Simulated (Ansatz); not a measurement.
```xyz
15

C    -0.450    1.882    0.307
C    -0.273    0.561    0.311
Si   -1.777   -0.551    0.262
C     1.101   -0.048    0.367
C     1.435   -0.897   -0.855
H     0.395    2.567    0.343
H    -1.436    2.334    0.272
H    -1.721   -1.539    1.375
H    -3.002    0.280    0.396
H    -1.861   -1.323   -1.008
H     1.843    0.750    0.477
H     1.179   -0.673    1.264
H     1.377   -0.302   -1.770
H     2.445   -1.306   -0.779
H     0.745   -1.737   -0.963
```

Charge 0, multiplicity 1.

Task: List the PBE/def2-TZVPP orbital energies in eV (Ansatz). (Best estimate.)

Result: Ansatz gave: Occupied: -1779.31, -269.10, -269.07, -268.94, -268.75, -137.09, -93.82, -93.81, -93.80, -19.98, -18.13, -15.48, -14.02, -12.37, -11.16, -11.02, -10.37, -9.27, -9.00, -8.35, -8.17, -8.11, -7.28, -6.50. Lowest empty: -1.27, 0.06, 0.44, 0.78, 0.93, 1.44, 1.61, 1.86.
